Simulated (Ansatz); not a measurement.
This geometry of C2H5B2NO (11 atoms, charge 0, multiplicity 1) is a first-order saddle point.

Theory: RKS revPBE-D4/STO-3G in Ansatz.

```xyz
11
Properties=species:S:1:pos:R:3
C 2.831 -0.266 -0.248
C 1.645 -0.482 -0.497
B 0.179 -0.731 -0.756
B -0.959 -0.290 0.356
N -1.404 1.184 0.292
O -1.555 -1.058 1.319
H 3.884 -0.083 -0.035
H -0.136 -1.067 -1.852
H -0.513 1.776 0.354
H -1.694 1.380 -0.721
H -2.213 -0.421 1.809
```

(1) Which two structures does it join? (They come from a converged band through this point; their orientation in space is the band's.)

(2) How far does it lie above each of them?

Answers

(1) No bond is made or broken. The height of N5 over the plane of its neighbours goes from 0.00 to 0.00 Å. The two ends are copies of one structure, up to a mirror image or an exchange of like atoms.

Image 0:

```xyz
11
Properties=species:S:1:pos:R:3
C 2.787 -0.037 0.142
C 1.696 -0.589 -0.003
B 0.317 -1.192 -0.170
B -1.039 -0.206 -0.086
N -0.865 1.190 0.147
O -2.304 -0.784 -0.246
H 3.766 0.423 0.268
H 0.253 -2.363 -0.354
H 0.084 1.614 0.264
H -1.627 1.910 0.221
H -3.003 -0.024 -0.163
```

Image 8:

```xyz
11
Properties=species:S:1:pos:R:3
C 2.781 -0.036 0.146
C 1.693 -0.592 -0.001
B 0.315 -1.196 -0.170
B -1.040 -0.207 -0.085
N -0.859 1.190 0.140
O -2.308 -0.782 -0.235
H 3.759 0.429 0.273
H 0.250 -2.366 -0.360
H -1.616 1.914 0.213
H 0.094 1.608 0.251
H -3.004 -0.019 -0.151
```

(2) 63.4 kJ/mol above the first and 63.4 kJ/mol above the second. This is the barrier of this one path; another mechanism may lie lower. Limits of this set-up: minimal basis.

Run time: 6.9 min on 1 thread of Arm Neoverse V2 (shared host), peak memory 0.095 GiB.
